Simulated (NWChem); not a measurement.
Species: AlH3Se; SMILES [AlH2][SeH]

This build's default masses of Se (78.918 u) and Br (79.917 u) are each other's, which moves their modes by up to 0.6 %.

Task: Give the equilibrium geometry at B3LYP/6-31G* (spherical d) (NWChem) as a list of bonds and angles, with the point group.

Result: point group Cs; any orientation.
Bonded distances (Å): Al1–H2 1.582, Al1–H3 1.584, Al1–Se4 2.331, Se4–H5 1.483. Bond angles (°): H2–Al1–H3 124.7, H2–Al1–Se4 116.2, H3–Al1–Se4 119.1, Al1–Se4–H5 93.2.
